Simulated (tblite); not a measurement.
Compound: C6H11NO (charge -1 and doublet state).
Atom-mapped SMILES: `[CH3:1][C:2]([CH3:3])=[CH:4][CH2:5][NH:6][CH:7][O-:8]` (hydrogens: H9, H10, H11 on C1; H12, H13, H14 on C3; H15 on C4; H16, H17 on C5; H18 on N6; H19 on C7)

Geometry (GFN2-xTB, Å), atoms numbered from 1 in this order:
```
atom  x, y, z in Å
C1    -1.6544    0.9927    1.0235
C2    -1.2281   -0.0773    0.0653
C3    -2.2714   -1.1199   -0.2056
C4    -0.0209   -0.0773   -0.6223
C5     1.1258    0.7901   -0.3690
N6     2.0602    0.2099    0.7087
C7     3.2307   -0.3949    0.3189
O8     3.9912    0.0202   -0.5829
H9    -0.8112    1.6015    1.3394
H10   -2.4101    1.6639    0.5852
H11   -2.1099    0.5526    1.9200
H12   -3.1826   -0.6843   -0.6432
H13   -2.5833   -1.6306    0.7169
H14   -1.8976   -1.8731   -0.8974
H15    0.1737   -0.9326   -1.2613
H16    0.8414    1.7797    0.0025
H17    1.7760    0.9058   -1.2380
H18    1.5161   -0.3645    1.3450
H19    3.4445   -1.3527    0.8474
```

All values are computed: GFN2-xTB (tblite) harmonic vibrations without scaling, gas phase. Errors from tens to a few hundred cm⁻¹ against measured bands are possible. One conformer, not necessarily the lowest. Open shells enter through the occupations alone, without spin polarisation, and single modes of such species can be off by tens of per cent.

Harmonic wavenumbers (cm⁻¹): 51.1, 52.6, 71.6, 107.9, 129.5, 163.2, 237.1, 253.0, 312.1, 366.7, 386.9, 502.3, 576.2, 586.8, 664.3, 674.6, 780.5, 851.2, 972.0, 983.4, 1004.9, 1017.4, 1041.9, 1060.7, 1162.8, 1183.2, 1223.9, 1265.2, 1326.8, 1337.4, 1363.2, 1392.7, 1408.0, 1471.5, 1495.2, 1501.5, 1512.5, 1518.2, 1584.5, 1622.0, 2600.9, 2797.7, 2802.9, 2857.0, 2884.3, 2906.4, 2960.9, 3000.8, 3011.8, 3032.0, 3345.0.

A = 5051, B = 844.0, C = 797.5 MHz; mass 113.084 u (most abundant isotopes); point group C1, symmetry number 1; spin multiplicity 2.

Task: What is the zero-point energy?

Result: Half the sum of the wavenumbers: 33708 cm⁻¹ = 403.24 kJ/mol.

Task: Give the ideal-gas entropy at 400 K and 1 bar in the rigid-rotor, harmonic-oscillator model (classical rotation).

Result: Translation 173.93, rotation 124.74, vibration 180.60, spin (R ln 2) 5.76: S = 485.0 J/(mol K).

Task: And Cp and H(400 K) − H(0)?

Result: Cp = 198.73 J/(mol K), of which vibrations give 165.48 (their classical limit is 51 R = 424.0); H(400 K) − H(0) = 48.82 kJ/mol without the zero-point energy, 35.52 from vibrations.

Task: What must be added to the electronic energy to get the Gibbs energy at 400 K and 1 bar?

Result: ZPE + [H(400 K) − H(0)] − T·S = 403.24 + 48.82 − 194.01 = 258.05 kJ/mol.

Task: Blend soft modes into free rotors: weight 1/[1 + (100 cm⁻¹/ν̃)⁴] for the oscillator and the rest for a rotor with moment μB/(μ + B), μ = h/(8π²ν), B = 10⁻⁴⁴ kg m². What vibrational entropy results?

Result: 162.34 J/(mol K) in place of 180.60, which changes −T·S at 400 K by +7.30 kJ/mol.

Task: Which modes carry the vibrational entropy at 400 K?

Result: 51.1 cm⁻¹: 22.41; 52.6 cm⁻¹: 22.17; 71.6 cm⁻¹: 19.62; 107.9 cm⁻¹: 16.24; 129.5 cm⁻¹: 14.74; 163.2 cm⁻¹: 12.86 J/(mol K); the other 45 give 72.56 together.

Task: How do the functions run with temperature in this model?

Result: 
```csv
T (K),S (J/(mol K)),Cp (J/(mol K)),H − H(0) (kJ/mol),G − H(0) (kJ/mol),ln q(vib)
100,304.6,86.5,6.03,-24.43,2.32
200,376.3,123.8,16.58,-58.68,5.44
300,433.5,161.1,30.81,-99.23,8.32
500,533.1,232.7,70.43,-196.12,13.67
800,660.0,307.3,152.33,-375.71,21.10
1000,732.4,340.6,217.29,-515.10,25.67
```

q(vib) and H(0) count from the zero-point level.

Hindered rotation and anharmonicity are outside this model. Other conformers, if any are populated, would add a mixing term that is left out. The structure is chiral; the term R ln 2 for an equal mix with its mirror image is left out.

On Arm Neoverse V2, one thread, no GPU, shared host with 96 logical CPUs at a one-minute load of 34, this took 0.52 s. This covers the Hessian and the dipole derivatives.
